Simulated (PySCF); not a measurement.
Excitations are Tamm–Dancoff values on a coarser integration grid. The basis has no diffuse functions, so Rydberg states are missing or too high.

Cartesian coordinates (Å):
SMILES: [O]([Sn]([O]C)([O]C)[O]C)C
```xyz
21

C     -0.1425     1.7295    -2.3867
O     -0.6934     0.6119    -1.7347
Sn     0.0000     0.0000    -0.0001
O     -1.3441    -1.2452     0.7121
C     -2.7197    -0.9771     0.5962
O      0.3411     1.6257     1.0512
C      1.1153     1.5858     2.2245
O      1.6966    -0.9924    -0.0291
C      1.7469    -2.3382    -0.4340
H      0.8421     1.5080    -2.8391
H     -0.0224     2.6016    -1.7191
H     -0.8258     2.0197    -3.2017
H     -3.0542    -0.1903     1.2979
H     -3.0146    -0.6719    -0.4238
H     -3.2689    -1.9002     0.8445
H      2.0634     1.0334     2.0963
H      1.3639     2.6228     2.5042
H      0.5686     1.1328     3.0725
H      0.9720    -2.9618     0.0467
H      1.6442    -2.4506    -1.5295
H      2.7316    -2.7434    -0.1485
```
Charge 0, spin multiplicity 1.

**Question.** Estimate the S1–T1 gap (TDA), total energy and brightest of the four lowest singlets (TDA) that PBE0-D4/def2-TZVP // PBE0-D4/def2-SVP in PySCF 2.14.0 returns for this input.

**Answer.** 
The S1–T1 gap (TDA) is 0.39 eV and the total energy comes out as -674.5422 Ha. The brightest of the four lowest singlets (TDA) is 5.08 eV.
